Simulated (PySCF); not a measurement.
ClCs, septet, at the geometry of the source list (a higher spin typed on purpose: for a closed-shell molecule this is an excited state) (all electrons, no relativity); HF/3-21G in PySCF.

Here is a job for PySCF.
```python
from pyscf import gto, scf

mol = gto.Mole()
mol.atom = '''
    Cs   -0.89640000   -0.79160000   -0.84180000
    Cl    0.89640000    0.79160000    0.84180000
'''
mol.basis = '3-21g'
mol.spin = 6
mol.verbose = 4
mol.build()

mf = scf.ROHF(mol)
mf.kernel()
mf.analyze()
```

Question: What does PySCF print? Leave out banner, timings and long lists.

Answer: 
```
PySCF version 2.14.0

[INPUT] verbose = 4
[INPUT] num. atoms = 2
[INPUT] num. electrons = 72
[INPUT] charge = 0
[INPUT] spin (= nelec alpha-beta = 2S) = 6
[INPUT] symmetry False subgroup None
[INPUT] Mole.unit = angstrom
[INPUT] Symbol           X                Y                Z      unit          X                Y                Z       unit  Magmom
[...]
nuclear repulsion = 169.160359167453
number of shells = 22
number of NR pGTOs = 111
number of NR cGTOs = 48
basis = 3-21g
ecp = {}

******** <class 'pyscf.scf.rohf.ROHF'> ********
method = ROHF
initial guess = minao
damping factor = 0
level_shift factor = 0
DIIS = <class 'pyscf.scf.diis.CDIIS'>
diis_start_cycle = 1
diis_space = 8
diis_damp = 0
SCF conv_tol = 1e-09
SCF conv_tol_grad = None
SCF max_cycles = 50
direct_scf = True
direct_scf_tol = 1e-13
num. doubly occ = 33  num. singly occ = 6
Set gradient conv threshold to 3.16228e-05
init E= -7966.08537042611

WARN: HOMO 0.27266015264896 >= LUMO 0.272660152649293

cycle= 1 E= -7985.82277018275  delta_E= -19.7  |g|= 0.572  |ddm|= 26.9

WARN: HOMO 0.194677448675081 >= LUMO 0.155330707588307

cycle= 2 E= -7983.77067685223  delta_E= 2.05  |g|= 1.57  |ddm|= 15.3

WARN: HOMO 0.244068837082063 >= LUMO -0.692066836451081

cycle= 3 E= -7983.26362973492  delta_E= 0.507  |g|= 0.831  |ddm|= 16.9

WARN: HOMO 0.488249177680904 >= LUMO 0.149786518291283

cycle= 4 E= -7985.65066228279  delta_E= -2.39  |g|= 0.247  |ddm|= 28.7
[...]
cycle= 5 E= -7985.96883238516  delta_E= -0.318  |g|= 0.303  |ddm|= 27.5
[...]
cycle= 6 E= -7986.02518975816  delta_E= -0.0564  |g|=  0.2  |ddm|= 1.49
[...]
cycle= 7 E= -7986.0296489995  delta_E= -0.00446  |g|= 0.109  |ddm|= 1.89
[...]
cycle= 8 E= -7986.04941600582  delta_E= -0.0198  |g|= 0.145  |ddm|= 0.934
[...]
cycle= 9 E= -7986.06116739348  delta_E= -0.0118  |g|= 0.117  |ddm|= 1.43
[...]
cycle= 10 E= -7986.06724704551  delta_E= -0.00608  |g|= 0.103  |ddm|= 0.808
[...]
cycle= 11 E= -7986.07228908555  delta_E= -0.00504  |g|= 0.0979  |ddm|= 0.645
[...]
cycle= 12 E= -7986.0667370993  delta_E= 0.00555  |g|= 0.105  |ddm|= 0.235
[...]
cycle= 13 E= -7986.07802518142  delta_E= -0.0113  |g|= 0.0592  |ddm|= 2.85
[...]
cycle= 14 E= -7985.48368394892  delta_E= 0.594  |g|= 0.863  |ddm|= 2.46
[...]
cycle= 15 E= -7985.51321915816  delta_E= -0.0295  |g|= 0.818  |ddm|= 0.454
[...]
cycle= 16 E= -7985.47924963655  delta_E= 0.034  |g|= 0.836  |ddm|= 0.882
[...]
cycle= 17 E= -7986.0566681322  delta_E= -0.577  |g|= 0.147  |ddm|= 2.06
[...]
cycle= 18 E= -7986.0468154568  delta_E= 0.00985  |g|= 0.149  |ddm|=  1.2
[...]
cycle= 19 E= -7986.08992502647  delta_E= -0.0431  |g|= 0.0544  |ddm|= 1.18
[...]
cycle= 20 E= -7986.08838040776  delta_E= 0.00154  |g|= 0.0685  |ddm|= 0.463
[...]
cycle= 21 E= -7985.66470679571  delta_E= 0.424  |g|= 0.751  |ddm|= 3.52
[...]
cycle= 22 E= -7986.09480442339  delta_E= -0.43  |g|= 0.104  |ddm|= 3.47
[...]
cycle= 23 E= -7986.04499761061  delta_E= 0.0498  |g|= 0.201  |ddm|= 0.504
[...]
cycle= 24 E= -7986.07860112567  delta_E= -0.0336  |g|= 0.0923  |ddm|= 0.748
[...]
cycle= 25 E= -7985.89456044827  delta_E= 0.184  |g|= 0.511  |ddm|= 2.75
[...]
cycle= 26 E= -7985.84320680239  delta_E= 0.0514  |g|= 0.565  |ddm|= 0.331
[...]
cycle= 27 E= -7985.57209475569  delta_E= 0.271  |g|= 0.789  |ddm|= 1.44
[...]
cycle= 28 E= -7986.09797319711  delta_E= -0.526  |g|= 0.0724  |ddm|= 2.37
[...]
cycle= 29 E= -7986.08651100766  delta_E= 0.0115  |g|= 0.0605  |ddm|= 0.544
[...]
cycle= 30 E= -7986.04966064866  delta_E= 0.0369  |g|= 0.115  |ddm|= 1.53
[...]
cycle= 31 E= -7986.07007427909  delta_E= -0.0204  |g|= 0.102  |ddm|= 0.818
[...]
cycle= 32 E= -7986.06874202754  delta_E= 0.00133  |g|= 0.0932  |ddm|= 0.414
[...]
cycle= 33 E= -7986.00589021078  delta_E= 0.0629  |g|= 0.35  |ddm|= 1.82
[...]
cycle= 34 E= -7986.00580222744  delta_E= 8.8e-05  |g|= 0.375  |ddm|= 0.261
[...]
cycle= 35 E= -7986.0325596661  delta_E= -0.0268  |g|= 0.199  |ddm|= 1.27
[...]
cycle= 36 E= -7986.02985804094  delta_E= 0.0027  |g|= 0.206  |ddm|= 0.063
[...]
cycle= 37 E= -7986.0160091223  delta_E= 0.0138  |g|= 0.257  |ddm|= 1.64
[...]
cycle= 38 E= -7985.95595430548  delta_E= 0.0601  |g|= 0.362  |ddm|= 1.29
[...]
cycle= 39 E= -7985.93633310863  delta_E= 0.0196  |g|= 0.39  |ddm|= 0.836
[...]
cycle= 40 E= -7985.85464531321  delta_E= 0.0817  |g|= 0.516  |ddm|=  0.3
[...]
cycle= 41 E= -7985.97467660798  delta_E= -0.12  |g|= 0.445  |ddm|= 1.34
[...]
cycle= 42 E= -7986.02591654243  delta_E= -0.0512  |g|= 0.194  |ddm|= 1.58
[...]
cycle= 43 E= -7986.03036478574  delta_E= -0.00445  |g|= 0.165  |ddm|= 0.138
[...]
cycle= 44 E= -7986.06161376453  delta_E= -0.0312  |g|= 0.0978  |ddm|= 1.25
[...]
cycle= 45 E= -7986.07625135551  delta_E= -0.0146  |g|= 0.0922  |ddm|=  1.2
[...]
cycle= 46 E= -7986.0627679108  delta_E= 0.0135  |g|= 0.115  |ddm|= 0.134
[...]
cycle= 47 E= -7986.07128606876  delta_E= -0.00852  |g|= 0.0908  |ddm|= 0.711
[...]
cycle= 48 E= -7986.0412847317  delta_E= 0.03  |g|= 0.103  |ddm|= 0.506
[...]
cycle= 49 E= -7986.06868154472  delta_E= -0.0274  |g|= 0.0844  |ddm|= 0.435
[...]
cycle= 50 E= -7986.01263462017  delta_E= 0.056  |g|= 0.117  |ddm|= 1.07
SCF not converged.
SCF energy = -7986.01263462017
**** SCF Summaries ****
Total Energy =                       -7986.012634620171411
Nuclear Repulsion Energy =             169.160359167453095
One-electron Energy =               -11291.723431372802224
Two-electron Energy =                 3136.550437585177860
Two-electron Coulomb Energy =         3347.530971924550158
DFT Exchange-Correlation Energy =     -210.980534339372298
HOMO-LUMO gap [eV] =                     1.742975601886305
**** MO energy ****
                Roothaan           | alpha              | beta
[...]
 ** Mulliken pop on meta-lowdin orthogonal AOs  **
 ** Mulliken pop  **
 ** Mulliken atomic charges  **
charge of    0Cs =     -1.41392
charge of    1Cl =      1.41392
Dipole moment(X, Y, Z, Debye): 10.29587,  9.09216,  9.66875
```

Convergence was not reached.
